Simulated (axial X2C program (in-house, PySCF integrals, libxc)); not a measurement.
Working with the constants of SnH⁺

A bond curve at the CCSD(T) level, with spin–orbit coupling, was computed with an axial X2C code built on PySCF integrals (basis Sn dyall-cv3z [11s12p9d4f1g], H dyall-v3z [6s2p1d] (cores contracted in-house)) for the state Ω = 0 (closed shell). Its fit gives Re = 1.7532 Å, ωe = 1822.4 cm⁻¹, ωexe = 28.4 cm⁻¹ and αe = 1.374e-01 cm⁻¹; the masses are 119.9022 and 1.0078 u. Two-component means X2C with spin–orbit coupling and atomic mean-field Coulomb and Gaunt terms.

Correlated methods: 14 electrons correlated (number of frozen shells: Sn 4 s, 3 p, 1 d; H none), 192 virtual spin orbitals or spinors in MP2, 90 natural virtuals in coupled cluster.

(1) Find the reduced mass, Be and the force constant.

(2) Where do the fundamental and the first overtone lie?

(3) Give B0, the J = 1←0 line in GHz and the most populated J at 300 K (kT = 208.5 cm⁻¹).

(4) Scale the constants to the deuteride (D 2.0141 u) within the Born–Oppenheimer picture.

(5) Estimate the centrifugal constant by the Kratzer relation.

The state is a single determinant with fixed occupations, the lowest that a limited PBE0 search found. Coupled cluster ran in a truncated set of natural virtual spinors; the MP2 energy of the rest was added. (T) has no such correction and the atoms are truncated less, which lowers De at CCSD(T) by a hundredth of an eV or more.

## Answers

(1) From the CCSD(T) values: μ = 0.9994 u. Be = 16.8576/(μ Re²) = 5.488 cm⁻¹. k = 5.8918×10⁻⁷ μ ωe² = 1.96 mdyn/Å.

(2) ν(1←0) = ωe − 2ωexe = 1765.6 cm⁻¹; ν(2←0) = 2ωe − 6ωexe = 3474.4 cm⁻¹.

(3) B0 = Be − αe/2 = 5.419 cm⁻¹; 2B0 = 324.9 GHz; J(max) ≈ √(kT/2B0) − 1/2 = 3.9, so J = 4.

(4) ρ = √(μH/μD) = 0.7103; ωe = 1294.5, ωexe = 14.3, Be = 2.769 cm⁻¹; the zero-point energy falls by 260 cm⁻¹.

(5) D = 4Be³/ωe² = 1.99e-04 cm⁻¹.
